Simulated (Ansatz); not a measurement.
C6H5O (SMILES Oc1c[c]ccc1), doublet (typed; the unrestricted solution is spin-contaminated), at a GFN2-xTB geometry, with bond 11-6 at 1.25 times its length; Ansatz (an electronic-structure program) with HF/STO-3G.

The Ansatz input:
Ansatz 0.2 input:
```yaml
crystal:
  periodic: [false, false, false]
  atoms:
    - {symbol: O, position_ang: [-2.26745109, 0.04900751, -0.04407530]}
    - {symbol: C, position_ang: [-0.90878131, 0.00479194, -0.01862883]}
    - {symbol: C, position_ang: [-0.28778686, -1.24945281, -0.08708222]}
    - {symbol: C, position_ang: [1.07058195, -1.27637353, -0.06051965]}
    - {symbol: C, position_ang: [1.88638811, -0.18568950, 0.02726349]}
    - {symbol: C, position_ang: [1.25874993, 1.05531763, 0.09471935]}
    - {symbol: C, position_ang: [-0.12137824, 1.14673295, 0.07188874]}
    - {symbol: H, position_ang: [-2.56875278, 0.96399006, 0.00902401]}
    - {symbol: H, position_ang: [-0.89964724, -2.13451201, -0.15727072]}
    - {symbol: H, position_ang: [2.96166543, -0.26373796, 0.04460819]}
    - {symbol: H, position_ang: [2.00633638, 2.17669080, 0.18307234]}
    - {symbol: H, position_ang: [-0.59711732, 2.11782365, 0.12499382]}
basis:
  gaussian:
    orbitals: STO-3G
hamiltonian:
  xc: hf
magnetization: {spin_polarized: true, initial_magnetization: 1}
scf: {lower_state_search: standard}
```

Question: What does Ansatz print? Leave out banner, timings and long lists.

Answer: 
```
Functional definition: HF
572 factors; integrals over basis functions are off by at most 4.3e-5 eV
mean field evaluation 1: about -8188.4126 eV, gradient 1.8e1 eV
mean field evaluation 2: about -8188.7073 eV, gradient 1.8e1 eV
mean field evaluation 4: about -8191.4913 eV, gradient 2.4e0 eV
mean field evaluation 8: about -8191.5915 eV, gradient 8.4e-1 eV
mean field evaluation 16: about -8192.2678 eV, gradient 1.1e-3 eV
mean field evaluation 32: about -8191.9795 eV, gradient 3.9e-4 eV
mean field -8192.26783125 eV, -301.0602898800 hartree, gradient 2.1e-5 eV, S^2 1.696439; 2 other end points of the search recorded, 0 dependent functions left out
reference -8192.26783125 eV, -301.0602898800 hartree; 25, 24 occupied and 15, 16 virtual orbitals, 572 factors
Total energy: -8192.26783125 eV, -301.0602898800 hartree
```
